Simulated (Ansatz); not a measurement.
The same silylene loss along the group B, Al, Ga, In.

Computed with Ansatz on PBE0-D4/def2-TZVP structures; ΔE is electronic, products minus reactants. CCSD(T)/CBS is the MP2 limit (def2-TZVPP, def2-QZVPP) plus CCSD(T) − MP2 in def2-TZVPP, frozen cores. This one scheme is used for every species. Functionals use def2-TZVPP. B3LYP here is the variant with VWN-RPA as its local correlation; programs differ in this. def2 core potentials past Kr. For Ga, In outer-core shells are correlated without core-valence functions, which leaves a few kJ/mol of doubt a bond. Scalar relativity is left out up to krypton. One conformer a species, not always the lowest.

| reaction | MP2/CBS(def2) (kJ/mol) | B3LYP-D4 (kJ/mol) | CCSD(T)/CBS(def2) (kJ/mol) |
| --- | --- | --- | --- |
| `BC[SiH2][SiH3]` → `BC[SiH3]` + `[SiH2]` | 251 | 233 | 237 |
| `[AlH2][CH2][SiH2][SiH3]` → `[AlH2][CH2][SiH3]` + `[SiH2]` | 256 | 237 | 242 |
| `[SiH3][SiH2][CH2][GaH2]` → `[SiH3][CH2][GaH2]` + `[SiH2]` | 253 | 235 | 238 |
| `[SiH3][SiH2][CH2][InH2]` → `[SiH3][CH2][InH2]` + `[SiH2]` | 261 | 237 | 246 |

Largest T1 diagnostic: 0.014, for `[SiH2]`.
